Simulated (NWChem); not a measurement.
Species: TaSCl$_{2}$F; SMILES [F][Ta](=[S])([Cl])[Cl]

```xyz
5

Ta     0.0562     0.1515     0.0000
S      1.9344    -0.8801     0.0000
F      0.4214     1.9784     0.0000
Cl    -1.0750    -0.4639     1.8896
Cl    -1.0750    -0.4639    -1.8896
```
Atoms are numbered in this order, from 1.

Level: PBE0/def2-SVP with def2 effective core potentials on Ta (NWChem), optimised geometry, unscaled harmonic frequencies. def2 effective core potentials on Ta; no spin-orbit coupling.

```csv
frequency (cm⁻¹),IR intensity (km/mol)
102,1.9
131,1.6
141,2.5
147,1.5
192,1.0
407,35.2
418,77.9
563,55.7
707,101.2
```

The zero-point energy comes out as 4.0 kcal/mol and the thermal correction to the enthalpy at 298.15 K (with zero-point energy) is 9.0 kcal/mol. The heat capacity Cv comes out as 20.3 cal/(mol K) and the entropy at 298.15 K and 1 atm (symmetry number 1) is 89.0 cal/(mol K).

Rigid rotor and harmonic oscillator.
